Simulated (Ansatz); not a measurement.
The same path of CH$_{5}$SSb (8 atoms, charge 0, multiplicity 1) was run twice with different band settings. The coordinate that changes most is the dihedral C1–Sb2–S3–H8.

Method: RKS PBE/def2-SVP (Ansatz).

Relaxed end points:

```xyz
8
Properties=species:S:1:pos:R:3
C -0.736 0.821 -0.393
Sb 1.371 0.198 -0.444
S 1.407 -0.936 1.765
H -0.843 1.632 0.352
H -1.390 -0.027 -0.117
H -1.024 1.202 -1.394
H 0.998 -1.236 -1.364
H 0.309 -1.711 1.539
```

```xyz
8
Properties=species:S:1:pos:R:3
C -0.800 0.857 -0.479
Sb 1.218 0.007 -0.282
S 0.662 -1.697 1.437
H -0.985 1.537 0.375
H -1.556 0.051 -0.481
H -0.857 1.432 -1.425
H 0.936 -1.122 -1.573
H 1.473 -1.123 2.371
```

Common settings: movable images 9; climbing image yes; optimiser quadratic models (default); start path through a guess of the saddle point; force threshold 0.05 eV/Å; iteration limit 60; end points relaxed.

| run | spring |
| --- | --- |
| 1 | 5.0 eV/Å² |
| 2 | 20.0 eV/Å² |

What does each run give, and how far can it be trusted?

Run 1: converged after 8 iterations, highest image 0.072 eV above the first end. A vibrational analysis at the climbing image gives one clearly imaginary mode, 168i cm⁻¹: a first-order saddle point.
Run 2: converged after 9 iterations, highest image 0.072 eV above the first end. Another band between the same ends (9 images) ends at a top of the same energy, where a vibrational analysis finds 1 clearly imaginary mode.
